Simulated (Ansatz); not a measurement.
Coupled-cluster run, F₂Ga₂H₄S₂, SMILES `[F][Ga@H-]1[SH+][Ga@@H-]([F])[SH+]1`.

```yaml
crystal:
  periodic: [false, false, false]
  atoms:
    - {symbol: F, position_ang: [-2.024234, 0.274566, -1.599650]}
    - {symbol: Ga, position_ang: [-0.413667, 0.928067, -1.288495]}
    - {symbol: S, position_ang: [0.922010, -1.041986, -1.129642]}
    - {symbol: Ga, position_ang: [1.037703, -0.492868, 1.188718]}
    - {symbol: F, position_ang: [0.043418, -1.749691, 1.930078]}
    - {symbol: S, position_ang: [-0.470948, 1.350272, 1.058341]}
    - {symbol: H, position_ang: [0.232588, 2.064421, -2.119613]}
    - {symbol: H, position_ang: [-0.166503, -1.810103, -0.932537]}
    - {symbol: H, position_ang: [2.457547, -0.113793, 1.678676]}
    - {symbol: H, position_ang: [-1.534814, 0.539916, 1.217026]}
basis:
  gaussian: {orbitals: def2-SVP}
correlation: {method: ccsd_t}
```

```sh
$ ansatz run in.yaml --threads 4 --pin off --events-out ev --progress --plain --max-ram 11315MiB
```

The program prints (abridged):

```
Functional definition: HF
1424 factors; integrals over basis functions are off by at most 1.0e-3 eV
mean field evaluation 1: about -131754.7110 eV, gradient 4.4e1 eV
mean field evaluation 2: about -131754.7196 eV, gradient 4.4e1 eV
mean field evaluation 4: about -131758.9323 eV, gradient 2.9e0 eV
mean field evaluation 8: about -131758.9811 eV, gradient 8.8e-2 eV
mean field evaluation 16: about -131758.9675 eV, gradient 8.9e-1 eV
mean field -131758.98113344 eV, -4842.0532472088 hartree, gradient 2.9e-6 eV, S^2 0.000000; 0 other end points of the search recorded, 0 dependent functions left out
30 core orbitals not correlated: weight in the atoms' cores, before any rotation towards them, 1.000 or more for the frozen orbitals, at most 0.000 for the correlated occupied ones
reference -131758.98113344 eV, -4842.0532472088 hartree; 28, 28 occupied and 90, 90 virtual orbitals, 1424 factors
second order -29.28489684 eV of doubles, -0.00000000 eV of singles
cycle   1  -28.84403982 eV  change    4.4e-1 eV  update   1.4e-1
cycle   2  -29.71885322 eV  change   -8.7e-1 eV  update   4.4e-2
cycle   3  -29.89385687 eV  change   -1.8e-1 eV  update   2.2e-2
cycle   4  -29.87965939 eV  change    1.4e-2 eV  update   4.5e-3
cycle   5  -29.87654576 eV  change    3.1e-3 eV  update   2.1e-3
cycle   6  -29.87668570 eV  change   -1.4e-4 eV  update   5.1e-4
cycle   7  -29.87652463 eV  change    1.6e-4 eV  update   2.0e-4
cycle   8  -29.87646891 eV  change    5.6e-5 eV  update   5.8e-5
perturbative correction -0.80876902 eV, -0.0297217131 hartree
Total energy: -131789.66637137 eV, -4843.1809089035 hartree
```

Hardware: 4 threads of an Arm Neoverse V2 on a shared host. Wall time 29 s, peak host memory 1.1 GiB.

MP2 recovers 95.4 % of the CCSD(T) correlation energy and the triples give 2.6 %; T1 = 0.0128.
